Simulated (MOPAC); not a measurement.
MOPAC input (AM1):

```
AM1 PRECISE GNORM=0.05 LET XYZ UHF MS=0.5 GEO-OK AUX(PRECISION=9) THREADS=1
HBF

B    -0.61802600 1    0.41469115 1    0.02416884 1
F     0.52723220 1   -0.20936331 1   -0.00695393 1
H    -1.65495985 1   -0.18918598 1   -0.05825890 1
```

From the last part of the output:

```
                                                       MOPAC v23.2.5 Linux

          FINAL HEAT OF FORMATION =        -44.30437 KCAL/MOL =    -185.36947 KJ/MOL

          COSMO AREA              =         62.21 SQUARE ANGSTROMS
          COSMO VOLUME            =         44.47 CUBIC ANGSTROMS

          GRADIENT NORM           =          0.00832          =       0.00480 PER ATOM
          IONIZATION POTENTIAL    =          8.642566 EV
          ALPHA SOMO LUMO (EV)    =         -8.643  1.925
          BETA  SOMO LUMO (EV)    =        -13.852  0.761
          NO. OF ALPHA ELECTRONS  =          6
          NO. OF BETA  ELECTRONS  =          5
          MOLECULAR WEIGHT        =         30.8163         POINT GROUP:  Cs

          MOLECULAR DIMENSIONS (Angstroms)

            Atom       Atom       Distance
            H     3    F     2     2.23299
            F     2    B     1     0.55721
            H     3    F     2     0.00000

          SCF CALCULATIONS        =          9

   ATOM   CHEMICAL          X               Y               Z
  NUMBER   SYMBOL      (ANGSTROMS)     (ANGSTROMS)     (ANGSTROMS)

     1       B         -0.61062765  *   0.38347722  *   0.02139566  *
     2       F          0.53201111  *  -0.19515009  *  -0.00549248  *
     3       H         -1.69993719  *  -0.14867017  *  -0.05552193  *

                             CARTESIAN COORDINATES

   1    B       -0.610627646     0.383477215     0.021395660
   2    F        0.532011114    -0.195150086    -0.005492478
   3    H       -1.699937193    -0.148670165    -0.055521926

           Empirical Formula: H B F  =     3 atoms

      MOLECULAR POINT GROUP   :   Cs

          ALPHA EIGENVALUES
 -51.19288 -21.29504 -16.84267 -16.14616 -14.65297  -8.64257   1.92535   3.83182
   6.50819

           BETA EIGENVALUES
 -50.75331 -20.64575 -16.09428 -16.06334 -13.85206   0.76094   2.48187   4.45030
   7.65882

              NET ATOMIC CHARGES AND DIPOLE CONTRIBUTIONS

  ATOM NO.   TYPE          CHARGE      No. of ELECS.   s-Pop       p-Pop
    1          B           0.194784        2.8052     1.52942     1.27579
    2          F          -0.131248        7.1312     1.86708     5.26417
    3          H          -0.063536        1.0635     1.06354
 DIPOLE           X         Y         Z       TOTAL
 POINT-CHG.    -0.388     0.527     0.040     0.656
 HYBRID         0.256    -0.689    -0.059     0.737
 SUM           -0.131    -0.161    -0.018     0.209

          ATOMIC ORBITAL ELECTRON POPULATIONS

     Atom    s        px        py        pz
    1  B   1.52942   0.59339   0.48961   0.19279
    2  F   1.86708   1.64821   1.80536   1.81060
    3  H   1.06354

                    (SZ)    =    0.500000
                    (S**2)  =    0.759723

          ATOMIC ORBITAL SPIN POPULATIONS

    Atom   Total    s     px     py     pz
         Atomic
    1  B  0.5255  0.248 -0.033  0.300  0.010
    2  F  0.1063  0.003 -0.001  0.111 -0.007
    3  H  0.3682  0.368

 **********************
 *                    *
 * JOB ENDED NORMALLY *
 *                    *
 **********************

 == MOPAC DONE ==
```
